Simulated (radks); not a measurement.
Question: Numerical settings for neutral gold, [Xe] 4f14 5d10 6s1. Calculated with a radial shooting solver on a logarithmic mesh with Libxc functionals: scalar-relativistic Kohn-Sham, r2SCAN, spin-polarised, spherical densities, finite nucleus; open shells are filled with parallel spins first (spin-orbit coupling, left out, can overturn this in heavy ions); meta-GGA in the generalised Kohn-Sham scheme; Fermi nuclear charge, rms radius 5.4371 fm. The defaults (mesh step 0.008 in ln r, mesh end at 40 bohr or more with all orbitals vanishing there, Anderson mixing 0.5 over 9 steps, residual threshold near 1e-9 with the energy settled to 1e-9 hartree or 1e-11 of itself, here a cap of 99 iterations) give E = -19009.803 hartree and 6s at -6.375 eV in 13 iterations. Run on one thread of a shared host, so times are rough (Arm Neoverse V1): 0.29 s of CPU time, 0.29 s wall, 13 iterations on 2440 mesh points. One setting is changed at a time: mesh step in ln r 0.03; mesh step in ln r 0.05; mesh step in ln r 0.005; mesh end (bohr) 8; mesh end (bohr) 20; residual threshold 0.001; residual threshold 0.01; mixing 1.5; linear mixing, mixing 0.8; linear mixing, mixing 0.2; mixing history 20; iteration cap 2. Which runs fail to converge, and which converge to a wrong energy?

Answer: Not converged within the cap: linear mixing, mixing 0.8; iteration cap 2. Settings that end as converged yet miss the energy by more than 1 mhartree: mesh step in ln r 0.03 (-0.00137 hartree); mesh step in ln r 0.05 (+0.00419 hartree).
